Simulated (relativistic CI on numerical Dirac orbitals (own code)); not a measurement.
**Cu I: what numerical and physical settings do to a radial Dirac CI calculation**

Reference input:

```
atom Cu  Z=29  charge=0  electrons=29
nucleus A=63  rms_radius_fm=3.8823
hamiltonian dirac-coulomb  breit=on  qed=on  c_scale=1
orbitals kli  potential=per-configuration
slater_scale 1
correlation none
mixing on
grid step=0.0125 r_max=149
scf mixing=0.4 start=green max_iterations=150 tolerance=2e-08 node_fill=0.05
configurations
  [Ar] 3d10 4s
  [Ar] 3d9 4s2
  [Ar] 3d10 4p
end
```

Computed lowest total energy -1652.30913 Ha, first excitation 1291.3 cm⁻¹, 38 SCF steps. Runs with settings changed; * marks those that are bad on purpose (the QED terms keep the true α when c is scaled):

```
                                                                      Changed        Outcome  Lowest level   ΔE (Ha)  First excitation (cm⁻¹)  SCF steps                                                                    Message
                                SCF tolerance 1e-06, start potential previous      converged  3d⁹4s² ²D5/2  4.25e-09                   1291.3         29                                                                           
node fill of the KLI weights 0.5, speed of light × 1.25, SCF tolerance 0.0001      converged  3d⁹4s² ²D5/2      5.06                    930.9         29                                                                           
                                                SCF mixing 0.9, QED terms off      converged  3d⁹4s² ²D5/2    -0.455                   1342.8         52                                                                           
                     start potential bare, QED terms off, SCF tolerance 1e-10      converged  3d⁹4s² ²D5/2    -0.455                   1342.8         91                                                                           
                                                            Slater scale -1 *      converged  3d⁹4s² ²D5/2  0.000642                   1150.5         38                                                                           
                                                       speed of light × 0.2 *  not converged                                                           1  SCF of 1s2 2s2 2p6 3s2 3p6 3d10 4s stopped: an orbital could not be found
```

With so few configurations and no correlation the model can put configurations in the wrong order; the tabulated ground configuration is [Ar] 3d10 4s.
